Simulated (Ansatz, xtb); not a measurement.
Isomers of C3H4BCl2N in order of energy

3 gas-phase structures of C3H4BCl2N, from a drawn sample of its isomers (lower ones may exist). Each was relaxed with GFN2-xTB; where two conformers were screened, the lower at r2SCAN-D4/def2-SVP//GFN2-xTB is listed:

A. `ClB(Cl)NC1C=C1`, a singlet
B. `[H]/N=C(/C=C)B(Cl)Cl`, a singlet
C. `C=N/C=C\B(Cl)Cl`, a singlet

Problem. Estimate their order in r2SCAN-D4/def2-SVP//GFN2-xTB energy at these geometries, lowest first.

Solution. Calculated order at r2SCAN-D4/def2-SVP//GFN2-xTB: C (0.000), A (0.067), B (0.075) eV. Less than 1 kcal/mol parts A and B, so the order within that pair means little. CCSD(T)/def2-SVP + ΔMP2/def2-TZVPP after further relaxation puts B lowest instead.

Energies above the lowest of each column, in eV; the last columns are at r2SCAN-D4/def2-SVP geometries:

| structure | GFN2-xTB | HF/STO-3G | r2SCAN-D4/def2-SVP//GFN2-xTB | r2SCAN-D4/def2-SVP | CCSD(T)/def2-SVP + ΔMP2/def2-TZVPP |
| --- | --- | --- | --- | --- | --- |
| C | 0.000 | 0.613 | 0.000 | 0.000 | 0.120 |
| A | 0.204 | 0.000 | 0.067 | 0.116 | 0.285 |
| B | 0.531 | 0.674 | 0.075 | 0.091 | 0.000 |

CCSD(T)/def2-SVP + ΔMP2/def2-TZVPP puts B lowest; GFN2-xTB picks C, HF/STO-3G picks A, r2SCAN-D4/def2-SVP//GFN2-xTB picks C, r2SCAN-D4/def2-SVP picks C. CCSD(T)/def2-SVP + ΔMP2/def2-TZVPP orders those it was run on as B (0.000), C (0.120), A (0.285) eV. Flexible structures stand in one conformer each, not always the lowest. ΔMP2 is the change of the MP2 energy from the smaller to the larger basis.

Programs: Ansatz 0.2.0, xtb 6.7.1.
